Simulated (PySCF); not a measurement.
## Electric field gradients and quadrupole coupling constants

C7H7FO.
Z-matrix (Å and degrees, GFN2-xTB geometry), rows numbered from 1:
```
O 
C   1  1.3593
C   2  1.3908  1  122.03
C   3  1.3813  2  120.16  1   180.00
C   4  1.3888  3  120.53  2    -0.06
C   5  1.5045  4  119.12  3  -179.93
F   6  1.3712  5  112.22  4   179.90
C   5  1.3881  4  119.14  3     0.07
C   8  1.3810  5  120.66  4    -0.02
H   1  0.9649  2  109.89  3     0.25
H   3  1.0820  2  119.81  1     0.02
H   4  1.0806  3  119.68  2   179.93
H   6  1.0975  5  111.03  4    60.75
H   6  1.0976  5  111.07  4   -60.92
H   8  1.0790  5  119.53  4  -179.99
H   9  1.0780  2  118.86  1     0.11
```

Field gradients from the PBE0/pcSseg-1 density (PySCF, non-relativistic), principal values in atomic units, ordered |Vxx| ≤ |Vyy| ≤ |Vzz|:

```
atom      Vxx      Vyy     Vzz
  O1  -0.1384  -1.6564  1.7948
```

Q: Find the asymmetry η = (Vxx − Vyy)/Vzz and the couplings χ = eQV/h (234.96 MHz × Q in barn × V in au), with Q(17O) = −0.0256 b.

A: 
```csv
atom,environment,nucleus,η,χzz (MHz),χxx (MHz),χyy (MHz)
O1,phenol-type oxygen,17O,0.85,-10.80,0.83,9.96
```

The tensor is traceless: Vxx + Vyy + Vzz = 0.

Q: What is Vzz at O1 in SI units (1 au = 9.71736 × 10²¹ V/m²)?

A: 1.7948 au = 17.440 × 10²¹ V/m².

Q: And the gradient at the other heavy atoms, for which no coupling is worked out here?

A: 
```json
{"atom": "C2", "environment": "aromatic carbon bearing oxygen", "Vzz (au)": "-0.391", "η": "0.04"}
{"atom": "C3", "environment": "aromatic CH carbon", "Vzz (au)": "0.193", "η": "0.48"}
{"atom": "C4", "environment": "aromatic CH carbon", "Vzz (au)": "0.288", "η": "0.19"}
{"atom": "C5", "environment": "substituted aromatic carbon", "Vzz (au)": "0.231", "η": "0.54"}
{"atom": "C6", "environment": "sp3 C–F carbon", "Vzz (au)": "0.531", "η": "0.13"}
{"atom": "F7", "environment": "alkyl fluorine", "Vzz (au)": "3.100", "η": "0.07"}
{"atom": "C8", "environment": "aromatic CH carbon", "Vzz (au)": "0.331", "η": "0.04"}
{"atom": "C9", "environment": "aromatic CH carbon", "Vzz (au)": "0.239", "η": "0.27"}
```

Q: What couplings would deuterons (Q(2H) = 0.00286 b) have in place of the hydrogens, at this geometry?

A: 
```csv
atom,bonded to,bond length (Å),Vzz (au),η,χzz (kHz)
H10,O1,0.965,0.4551,0.13,306
H11,C3,1.082,0.3260,0.11,219
H12,C4,1.081,0.3258,0.08,219
H13,C6,1.098,0.2835,0.09,191
H14,C6,1.098,0.2834,0.09,190
H15,C8,1.079,0.3251,0.05,218
H16,C9,1.078,0.3313,0.07,223
```

Geometry: GFN2-xTB, one conformer, isolated molecule. GFN2-xTB bond lengths can be off by several hundredths of an ångström, more for odd bonds, and the gradients follow them. With so small a basis the couplings can be 20 % off.
